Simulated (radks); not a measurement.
Excited configurations of W I: one electron is placed in a higher orbital outside [Xe] 4f14 5d4 6s1. The ground configuration is [Xe] 4f14 5d4 6s2. Calculated with a radial shooting solver on a logarithmic mesh with Libxc functionals: Dirac Kohn-Sham, PBE, spin-unpolarised, spherical densities, finite nucleus; open shells are shared between the two j in proportion to 2j + 1; Fermi nuclear charge, rms radius 5.3658 fm. Excitation = E - E(ground); binding = E(ion) - E, where the ion is the core of charge +1; n* = 1/sqrt(2 binding) in atomic units, and the quantum defect is n - n*. Eigenvalue and <r> are those of j = l + 1/2.

5f: excitation (eV) 7.968; binding (eV) 0.918; n* 3.850; quantum defect 1.150; eigenvalue (eV) -0.431; <r> (bohr) 17.11
6p: excitation (eV) 4.454; binding (eV) 4.432; n* 1.752; quantum defect 4.248; eigenvalue (eV) -1.965; <r> (bohr) 4.718
6d: excitation (eV) 7.309; binding (eV) 1.577; n* 2.937; quantum defect 3.063; eigenvalue (eV) -0.715; <r> (bohr) 10.56
6f: excitation (eV) 8.247; binding (eV) 0.638; n* 4.617; quantum defect 1.383; eigenvalue (eV) -0.367; <r> (bohr) 28.86
7p: excitation (eV) 7.113; binding (eV) 1.773; n* 2.770; quantum defect 4.230; eigenvalue (eV) -0.985; <r> (bohr) 11.53
7d: excitation (eV) 7.896; binding (eV) 0.989; n* 3.708; quantum defect 3.292; eigenvalue (eV) -0.553; <r> (bohr) 19.61
7f: excitation (eV) 8.423; binding (eV) 0.463; n* 5.419; quantum defect 1.581; eigenvalue (eV) -0.288; <r> (bohr) 43.18

The Delta-SCF ionisation energy is 8.886 eV (NIST Atomic Spectra Database: 7.864 eV, measured). Self-interaction in the functional shifts the binding energies and quantum defects, so they are the method's values and not measured ones. Spin polarisation and multiplet splitting are left out, so open shells lie too high by an amount that depends on their filling. Sharing an open shell by 2j + 1 raises it above the true ground level by a part of the spin-orbit splitting, which enters the differences from NIST.

Beside tabulated values, note that spin-unpolarised runs miss the spin-polarisation part of the exchange energy of open shells.
